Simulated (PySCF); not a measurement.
PySCF input file for C₂H₇BFNO, SMILES CCNB(O)F, PBE/pcSseg-1. Geometry: PBE-D3(BJ)/def2-SVP. The structure was generated by enumeration, and PubChem lists no compound with its InChIKey, so it may never have been made. One conformer was computed; it need not be the lowest.

```python
import numpy as np
from pyscf import gto, scf, dft
from pyscf.prop.nmr import rks as nmr

mol = gto.M(
    atom='''
    C    -2.47246842   -0.47630646    0.15712880
    C    -1.36509698    0.52730946    0.48810106
    N    -0.25498706    0.49353955   -0.44657417
    B     1.04591099    0.01299328   -0.18397932
    O     1.99673724   -0.01659567   -1.17724958
    F     1.36406139   -0.41895710    1.06611386
    H    -2.08031253   -1.51345668    0.16867960
    H    -2.89700781   -0.28825384   -0.85155139
    H    -3.30445861   -0.40964430    0.88796383
    H    -0.95727594    0.31760855    1.49748715
    H    -1.79731304    1.55359074    0.53621975
    H    -0.47277484    0.78331575   -1.40154238
    H     2.83943943   -0.36554219   -0.83974783
    ''',
    basis='pcSseg-1',
    charge=0,
    spin=0,
    max_memory=1600,
    verbose=3,
)
mf = dft.RKS(mol, xc='pbe')
mf.grids.level = 3
mf.conv_tol = 1e-10
mf.max_cycle = 100
mf.kernel()
n = nmr.NMR(mf)
n.verbose = 2
n.max_cycle_cphf = 60
sigma = n.kernel()
print('atom   isotropic/ppm   span/ppm')
for i, s in enumerate(sigma):
    w = np.linalg.eigvalsh((s + s.T) / 2)
    print(f'{mol.atom_symbol(i):2s}{i + 1:3d} {w.mean():14.3f} {w[2] - w[0]:11.3f}')
```

Program output:

```
converged SCF energy = -334.836498352358
atom   isotropic/ppm   span/ppm
C   1        156.238      40.540
C   2        138.101      48.158
N   3        178.391      71.734
B   4         75.919      35.968
O   5        241.183     105.617
F   6        304.947     187.093
H   7         29.936       7.931
H   8         30.023       8.151
H   9         29.898      10.408
H  10         27.862       8.161
H  11         28.120      11.822
H  12         28.969      12.909
H  13         28.328      16.311
```

Self-consistency was reached.
